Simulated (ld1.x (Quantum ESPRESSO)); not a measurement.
The numbers below are computed, except where a source is named.
# Pseudopotentials across the periodic table

Generated with ld1.x 7.5 (TM, RRKJ, ultrasoft, PAW), atompaw 4.2 or ONCVPSP 4.0.1. The cutoff is in Ry: for ld1.x and atompaw files where the sum of valence levels is converged to 10 mRy in a Bessel basis, for ONCV files where the hardest occupied wave has 1 mHa per electron of residual kinetic energy. The error is the largest all-electron minus pseudo excitation energy over each file’s own four to seven test configurations (ionisations up to +4, promotions, holes and added fractions of an electron), all of which were solved. The labels leave out finer settings (local radius, basis sizes, second energies), which also bear on the numbers. Spin-polarised tests are not counted. The rows are a selection from randomly drawn settings: files with unsolved tests, undetermined cutoffs or missed reference levels are left out.

A true bound ghost makes a file unfit for plane-wave use even where its test errors are small: the radial tests pick states by their node count and pass the ghost by.

```csv
element,potential,cutoff (Ry),largest error (meV),bound ghosts
P,"PAW, LDA (PZ), scalar-relativistic, rc 1.70/1.70 (sp), local smoothed, core correction yes, reference 3s2 3p3",12,-158,none
Ga,"TM, PBEsol, scalar-relativistic, rc 1.80/2.60/2.75 (spd), local s, core correction yes, reference 4s1 4p2",12,-99,none
Cd,"ultrasoft, PBE, scalar-relativistic, rc 2.65/2.75/2.30 (spd), local smoothed, core correction yes, reference 4d10 5s2 5p0",21,-76,s
Sn,"PAW, PBE, scalar-relativistic, rc 2.35/2.35/1.70 (spd), local smoothed, core correction yes, reference 4d10 5s2 5p2",40,-64,none
```

(1) Fill in the row for Cd: TM, PBE, non-relativistic, rc 2.30/2.25/1.80 (spd), local s, core correction no, reference 4d10 5s2 5p0.

(2) Fill in the row for Sb: ultrasoft, LDA (PZ), scalar-relativistic, rc 2.00/2.10 (sp), local smoothed, core correction yes, reference 5s2 5p3.

## Answers

(1) cutoff 70 Ry, largest error -209 meV, bound ghosts: none.

(2) cutoff 8 Ry, largest error -157 meV, bound ghosts: s, d.
